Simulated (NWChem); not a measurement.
Species: hydronium (H3O cation); SMILES [OH3+]

```xyz
4

O      0.0000     0.0000     0.0788
H      0.6693     0.6693    -0.2074
H      0.2450    -0.9143    -0.2074
H     -0.9143     0.2450    -0.2074
```
Atoms are numbered in this order, from 1.

Results from NWChem. Structure relaxed at the B3LYP/6-31G* (spherical d) level. Solvent water, SMD (1 M gas to 1 M solution), gas-phase geometry. Reactions with the solvent are ignored.

```json
[
 {"level": "PBE0/STO-3G", "basis functions": "8", "solvation free energy (kcal/mol)": "-95.9", "cavity-dispersion-structure term (kcal/mol)": "2.2"},
 {"level": "PBE0/def2-SVP", "basis functions": "29", "solvation free energy (kcal/mol)": "-95.1", "cavity-dispersion-structure term (kcal/mol)": "2.2"},
 {"level": "PBE0/def2-SVPD", "basis functions": "47", "solvation free energy (kcal/mol)": "-95.1", "cavity-dispersion-structure term (kcal/mol)": "2.2"},
 {"level": "PBE0/def2-TZVP", "basis functions": "49", "solvation free energy (kcal/mol)": "-95.3", "cavity-dispersion-structure term (kcal/mol)": "2.2"},
 {"level": "PBE0/def2-TZVPD", "basis functions": "67", "solvation free energy (kcal/mol)": "-95.0", "cavity-dispersion-structure term (kcal/mol)": "2.2"},
 {"level": "PBE0/def2-TZVPP", "basis functions": "73", "solvation free energy (kcal/mol)": "-95.0", "cavity-dispersion-structure term (kcal/mol)": "2.2"}
]
```
